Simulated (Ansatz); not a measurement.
`C=C[SiH2][SiH2]` radical, relaxed with UKS PBE0-D4/def2-TZVP in Ansatz 0.2.0 from a PBE-D4/def2-SVP geometry. The force threshold is 0.005 eV/Å; the program also tests the step.

The species carries charge 0 and has multiplicity 2.

Start:

```xyz
11

C     1.357    1.554   -0.815
C     0.155    0.950   -0.738
Si   -0.073   -0.862   -0.292
Si   -1.094   -1.042    1.813
H     1.463    2.624   -1.066
H     2.296    1.004   -0.630
H    -0.753    1.553   -0.930
H    -0.915   -1.558   -1.338
H     1.273   -1.537   -0.236
H    -2.358   -0.231    1.959
H    -1.350   -2.456    2.274
```

By how much does the energy fall, and how many steps does the optimiser take? (Estimate.)

Computed: 0.04 eV, in 11 steps, 1 of them rejected.

Which bonds change most? (Best estimate.)

The calculation gave: Si3–H8 from 1.512 to 1.493 Å; Si4–H11 from 1.509 to 1.490 Å; Si4–H10 from 1.509 to 1.490 Å; C2–Si3 from 1.879 to 1.861 Å.

Give the relaxed structure. (Best estimate.)

Ansatz gave: 
```xyz
11

C     1.335    1.536   -0.817
C     0.150    0.940   -0.721
Si   -0.058   -0.857   -0.283
Si   -1.087   -1.047    1.800
H     1.432    2.591   -1.061
H     2.263    0.995   -0.658
H    -0.744    1.538   -0.892
H    -0.871   -1.552   -1.325
H     1.282   -1.503   -0.223
H    -2.303   -0.200    1.954
H    -1.398   -2.441    2.226
```
